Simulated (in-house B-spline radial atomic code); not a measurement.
Inner-shell binding energies (edges) and X-ray emission energies of free atoms and ions, as differences of relaxed hole-state energies with first-order Breit, QED and recoil terms, without correlation or multiplet splittings, in NIST's listed ground configurations. For neutral atoms such line energies lie within some 1 to 5 eV of tabulated X-ray lines (up to 20 eV for the heaviest). K = 1s, L1 = 2s. A dash marks a subshell that is part filled or wasn't run, or a line left out. Computed with a B-spline radial code for spherical atoms: Dirac-Hartree-Fock, average of the configuration, finite nuclei.

| ion | configuration | K edge (eV) | L1 edge (eV) |
| --- | --- | --- | --- |
| F | [He] 2s2 2p5 | 698.03 | 40.118 |
| Ne+ | [He] 2s2 2p5 | 895.72 | 68.966 |
| Mg3+ | [He] 2s2 2p5 | 1374.12 | 147.85 |
| Al4+ | [He] 2s2 2p5 | 1654.7 | 197.75 |
| Si5+ | [He] 2s2 2p5 | 1962.84 | 254.58 |
| P6+ | [He] 2s2 2p5 | 2298.57 | 318.34 |
| S7+ | [He] 2s2 2p5 | 2661.93 | 389.03 |
